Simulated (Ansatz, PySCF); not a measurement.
Dimer: HF (SMILES F) (first 2 atoms) with HBr (SMILES Br); geometry from B3LYP-D3(BJ)/def2-TZVP.
(charge 0, multiplicity 1):
```xyz
4

F     -0.36219     0.13537     0.36942
H     -0.22032    -0.77429     0.26520
Br    -0.04214     0.92178     3.73986
H     -0.21402     0.81032     2.32466
```

Basis-set superposition error: the interaction energy with monomers in their own basis, and in the dimer's basis (counterpoise).

The values were computed with Ansatz (a quantum-chemistry and plane-wave program) with Gaussian orbitals; PySCF for M06-2X. 

```
level                uncorrected (kJ/mol)  counterpoise (kJ/mol)  difference
-------------------  --------------------  ---------------------  ----------
HF/aug-cc-pVDZ                       -5.8                   -5.1         0.7
HF/aug-cc-pVQZ                       -4.7                   -4.5         0.2
PBE/def2-TZVPPD                      -9.9                   -9.5         0.4
B97M-V/def2-TZVPPD                  -10.9                  -10.4         0.5
BHLYP/def2-TZVPPD                    -9.1                   -8.8         0.3
M06-2X/def2-TZVPPD                   -9.8                   -9.5         0.4
wB97X-V/def2-TZVPPD                 -10.0                   -9.7         0.3
MP2/aug-cc-pVQZ                     -10.5                   -9.7         0.7
CCSD/aug-cc-pVDZ                     -9.5                   -7.1         2.4
CCSD/aug-cc-pVQZ                     -9.0                   -8.4         0.6
```

The error is largest for CCSD/aug-cc-pVDZ (2.4 kJ/mol) and smallest for HF/aug-cc-pVQZ (0.2 kJ/mol).
